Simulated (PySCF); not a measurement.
Chloromethylfluorosilane, CH₄ClFSi.
Atom-mapped SMILES: `[F:1][SiH2:2][CH2:3][Cl:4]` (hydrogens: H5, H6 on Si2; H7, H8 on C3)

All values: B3LYP/def2-SVPD (PySCF, non-relativistic), on one gas-phase PBE0-D3(BJ)/def2-SVP geometry that isn't relaxed in the solvent. The solvent is an IEF-PCM continuum (van der Waals radii × 1.2), and excitations are vertical TDDFT with non-equilibrium linear response and a frozen core. The model holds no explicit solvent molecules, cavitation or dispersion.

Gas-phase singlets (H = HOMO, L = LUMO):

```json
{"state": "S1", "E (eV)": "6.509", "λ (nm)": "190", "f": "0.019", "leading configurations": "H→L 97%"}
{"state": "S2", "E (eV)": "6.867", "λ (nm)": "181", "f": "0.006", "leading configurations": "H-1→L 96%"}
{"state": "S3", "E (eV)": "7.395", "λ (nm)": "168", "f": "0.001", "leading configurations": "H→L+1 98%"}
{"state": "S4", "E (eV)": "7.749", "λ (nm)": "160", "f": "0.005", "leading configurations": "H-1→L+1 94%"}
{"state": "S5", "E (eV)": "7.764", "λ (nm)": "160", "f": "0.000", "leading configurations": "H→L+2 94%"}
```

Give the list for cyclohexane (ε = 2.017), n² = 2.04.

```json
{"state": "S1", "E (eV)": "6.509", "λ (nm)": "190", "f": "0.025", "leading configurations": "H→L 97%", "change by rank (eV)": "0.000"}
{"state": "S2", "E (eV)": "6.884", "λ (nm)": "180", "f": "0.007", "leading configurations": "H-1→L 95%", "change by rank (eV)": "+0.017"}
{"state": "S3", "E (eV)": "7.429", "λ (nm)": "167", "f": "0.001", "leading configurations": "H→L+1 97%", "change by rank (eV)": "+0.034"}
{"state": "S4", "E (eV)": "7.772", "λ (nm)": "160", "f": "0.001", "leading configurations": "H→L+2 93%", "change by rank (eV)": "+0.023"}
{"state": "S5", "E (eV)": "7.790", "λ (nm)": "159", "f": "0.012", "leading configurations": "H-1→L+1 79%, H-2→L 17%", "change by rank (eV)": "+0.026"}
```

What are the lowest 5 singlets in dimethylsulfoxide (ε = 46.83)?

```csv
state,E (eV),λ (nm),f,leading configurations,change by rank (eV)
S1,6.527,190,0.026,H→L 97%,+0.018
S2,6.921,179,0.008,H-1→L 95%,+0.054
S3,7.492,165,0.000,H→L+1 96%,+0.097
S4,7.787,159,0.011,H-2→L 96%,+0.038
S5,7.793,159,0.002,H→L+2 93%,+0.029
```

How do the frontier levels move from gas to dimethylsulfoxide?

```
orbital  gas (eV)  solvent (eV)  change (eV)
 LUMO+2      0.46          0.59        +0.13
 LUMO+1      0.10          0.39        +0.29
   LUMO     -0.67         -0.52        +0.15
   HOMO     -8.33         -8.20        +0.13
 HOMO-1     -8.69         -8.59        +0.10
 HOMO-2     -9.62         -9.42        +0.20
 HOMO-3    -10.33        -10.16        +0.17
```

The HOMO–LUMO gap goes from 7.66 to 7.68 eV.

Shape of the structure used: `[F:1][SiH2:2][CH2:3][Cl:4]`: F1–Si2–C3–Cl4 180°.
